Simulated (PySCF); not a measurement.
C2H11N3Si2.
Geometry (GFN2-xTB, Å), atoms numbered from 1 in this order:
```xyz
18
C2H11N3Si2 angstrom
C     -1.424    1.263   -0.132
N     -1.151   -0.127   -0.391
C     -2.224   -0.997   -0.004
Si     0.435   -0.709   -0.633
N      1.423    0.435   -1.504
Si     2.752    0.419   -0.391
N      1.676   -0.538    0.581
H     -1.614    1.444    0.933
H     -0.568    1.854   -0.443
H     -2.308    1.580   -0.695
H     -2.403   -0.965    1.078
H     -1.985   -2.019   -0.283
H     -3.150   -0.701   -0.508
H      0.330   -2.054   -1.188
H      1.391    0.701   -2.469
H      3.047    1.731    0.177
H      3.933   -0.304   -0.856
H      1.830   -1.008    1.453
```

The closed-shell ground state was solved at several levels (PySCF, density fitting, gas phase, non-relativistic).

| level | basis functions | HOMO (eV) | LUMO (eV) | gap (eV) | dipole (D) |
| --- | --- | --- | --- | --- | --- |
| PBE0/pcSseg-1 | 188 | -6.33 | 0.34 | 6.67 | 0.62 |
| PBE0/def2-SVPD | 236 | -6.40 | 0.05 | 6.45 | 0.62 |

(1) What might CAM-B3LYP/def2-SVPD (236 basis functions) give for the same quantities?

(2) Over all these levels, which gives the widest orbital gap and which the narrowest?

(3) How far do the dipole and the HOMO energy spread over the levels?

Answers

(1) HOMO -7.75 eV, LUMO 0.94 eV, gap 8.69 eV, dipole 0.57 D.

(2) CAM-B3LYP/def2-SVPD (range-separated hybrid) has the widest, 8.69 eV, and PBE0/def2-SVPD (global hybrid, 25 % exact exchange) the narrowest, 6.45 eV. The two share the basis. From the narrowest to the widest the HOMO moves by -1.35 eV and the LUMO by +0.89 eV.

(3) The dipole runs from 0.57 to 0.62 D (mean 0.60 D) and the HOMO from -7.75 to -6.33 eV.

One conformer stands for the species.
